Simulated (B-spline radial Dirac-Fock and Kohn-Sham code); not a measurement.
**X-ray form factors of tantalum in several charge states**

Model: Dirac-Fock densities. Program: a B-spline atomic structure program.

Configurations: Ta [Xe] 4f14 5d3 6s2; Ta⁺ [Xe] 4f14 5d3 6s1; Ta²⁺ [Xe] 4f14 5d3; Ta³⁺ [Xe] 4f14 5d2; Ta⁴⁺ [Xe] 4f14 5d1; Ta⁵⁺ [Xe] 4f14. The first column is f₀ of Ta, the others are differences from it.

```
s (Å⁻¹)      Ta   Δ Ta⁺  Δ Ta²⁺  Δ Ta³⁺  Δ Ta⁴⁺  Δ Ta⁵⁺
      0  73.000  -1.000  -2.000  -3.000  -4.000  -5.000
    0.1  68.739  -0.199  -0.529  -1.154  -1.852  -2.596
    0.2  61.645  +0.100  +0.214  +0.101  -0.094  -0.360
    0.3  54.789  +0.013  +0.048  +0.117  +0.175  +0.211
    0.4  48.485  -0.023  -0.050  +0.016  +0.104  +0.207
    0.5  42.970  -0.016  -0.039  -0.013  +0.033  +0.096
    0.7  34.176  +0.005  +0.011  +0.001  -0.011  -0.022
    0.9  27.615  +0.005  +0.011  +0.004  -0.007  -0.021
    1.1  22.820   0.000   0.000  -0.001  -0.002  -0.006
    1.4  18.255  -0.001  -0.004  -0.002  -0.001  +0.001
```

Values without a named source are computed, but for edge energies of neutral atoms, which are taken from tables.
